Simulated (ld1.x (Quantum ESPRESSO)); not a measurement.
The numbers below are computed, except where a source is named.
Pseudopotentials across the periodic table

Generated with ld1.x 7.5 (TM, RRKJ, ultrasoft, PAW), atompaw 4.2 or ONCVPSP 4.0.1. The cutoff is in Ry: for ld1.x and atompaw files where the sum of valence levels is converged to 10 mRy in a Bessel basis, for ONCV files where the hardest occupied wave has 1 mHa per electron of residual kinetic energy. The error is the largest all-electron minus pseudo excitation energy over each file’s own four to seven test configurations (ionisations up to +4, promotions, holes and added fractions of an electron), all of which were solved. The labels leave out finer settings (local radius, basis sizes, second energies), which also bear on the numbers. Spin-polarised tests are not counted. The rows are a selection from randomly drawn settings: files with unsolved tests, undetermined cutoffs or missed reference levels are left out.

A true bound ghost makes a file unfit for plane-wave use even where its test errors are small: the radial tests pick states by their node count and pass the ghost by.

```csv
element,potential,cutoff (Ry),largest error (meV),bound ghosts
Al,"PAW, PBE, scalar-relativistic, rc 2.45/1.90 (sp), local smoothed, core correction yes, reference 3s2 3p1",6,-17,none
Co,"TM, PBEsol, scalar-relativistic, rc 2.60/2.25/1.70/2.30 (spdf), local p, core correction yes, reference 3d7 4s2 4p0",100,-586,s
Nb,"TM semilocal, PBEsol, scalar-relativistic, rc 2.45/2.00/2.55 (spd), local s, core correction no, reference 4p6 4d4 5s0 5p0",30,+84,none
Au,"RRKJ, PBE, scalar-relativistic, rc 2.35/1.86/2.30 (spd), local s, core correction yes, reference 5p6 5d10 6s1 6p0",35,-454,none
```

Task: Fill in the row for V: PAW, PBE, scalar-relativistic, rc 1.45/1.50/2.40 (spd), local smoothed, core correction yes, reference 3s2 3p6 3d3 4s2 4p0.

Result: cutoff 35 Ry, largest error -14 meV, bound ghosts: none.

Task: Fill in the row for Co: TM semilocal, LDA (PZ), scalar-relativistic, rc 2.20/2.50/1.20 (spd), local p, core correction yes, reference 3d7 4s0 4p0.

Result: cutoff 160 Ry, largest error -485 meV, bound ghosts: none.

Task: Fill in the row for Xe: PAW, Wu–Cohen, scalar-relativistic, rc 1.80/2.20/2.25 (spd), local smoothed, core correction yes, reference 5s2 5p5.5.

Result: cutoff 25 Ry, largest error -194 meV, bound ghosts: s.
